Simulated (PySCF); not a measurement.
# SMILES c1cc2[se]nnc2cn1, C$_{5}$H$_{3}$N$_{3}$Se

Molfile (atoms numbered from 1):
```
C5H3N3Se
     RDKit          3D

 12 13  0  0  0  0  0  0  0  0999 V2000
   -1.9339    0.3427   -0.5858 C   0  0  0  0  0  0  0  0  0  0  0  0
   -0.8131    1.0981   -0.9081 C   0  0  0  0  0  0  0  0  0  0  0  0
    0.4254    0.6391   -0.4463 C   0  0  0  0  0  0  0  0  0  0  0  0
    2.1451    1.2844   -0.6158 Se  0  0  0  0  0  2  0  0  0  0  0  0
    2.6703   -0.2811    0.4464 N   0  0  0  0  0  0  0  0  0  0  0  0
    1.6909   -0.9630    0.7419 N   0  0  0  0  0  0  0  0  0  0  0  0
    0.4461   -0.5551    0.3115 C   0  0  0  0  0  0  0  0  0  0  0  0
   -0.7529   -1.2327    0.5735 C   0  0  0  0  0  0  0  0  0  0  0  0
   -1.9145   -0.7900    0.1329 N   0  0  0  0  0  0  0  0  0  0  0  0
   -2.9198    0.6731   -0.9313 H   0  0  0  0  0  0  0  0  0  0  0  0
   -0.9105    2.0104   -1.4982 H   0  0  0  0  0  0  0  0  0  0  0  0
   -0.7324   -2.1574    1.1607 H   0  0  0  0  0  0  0  0  0  0  0  0
  1  2  1  0
  2  3  2  0
  3  4  1  0
  4  5  1  0
  5  6  2  0
  6  7  1  0
  7  8  2  0
  8  9  1  0
  9  1  2  0
  7  3  1  0
  1 10  1  0
  2 11  1  0
  8 12  1  0
M  END
```

Method used: TDDFT CAM-B3LYP/aug-cc-pVDZ excited states, vertical, gas phase (PySCF). Geometry: PBE0-D3(BJ)/def2-SVP.

The calculation is non-relativistic, which matters for the atoms heavier than Zn.

Give the one- and two-photon strengths of the lowest singlets.

δ for parallel linear polarisation; σ at the peak of a Lorentzian of half width 0.1 eV, single beam; Ω is circular over linear.
```csv
state,E (eV),f,photon λ (nm),δ (au),σ (GM),Ω,main
S1,3.67,0.001,676,0.27,0.00,1.50,HOMO−1→LUMO 0.93
S2,4.24,0.012,585,18.7,0.12,0.87,"HOMO→LUMO 0.68, HOMO−1→LUMO+1 0.21"
S3,4.40,0.000,563,0.73,0.01,1.50,HOMO→LUMO+1 0.86
S4,4.76,0.000,521,0.12,0.00,1.50,"HOMO−3→LUMO 0.79, HOMO−3→LUMO+2 0.14"
S5,5.10,0.074,486,114,1.08,0.65,"HOMO−2→LUMO 0.38, HOMO→LUMO 0.18"
S6,5.22,0.005,475,1.07,0.01,1.50,"HOMO−3→LUMO+2 0.79, HOMO−3→LUMO 0.11"
```

Among these, the strongest one-photon state is S5, the strongest two-photon state S5, with a dipole change of 0.7 D (relaxed, norm of the difference vector).
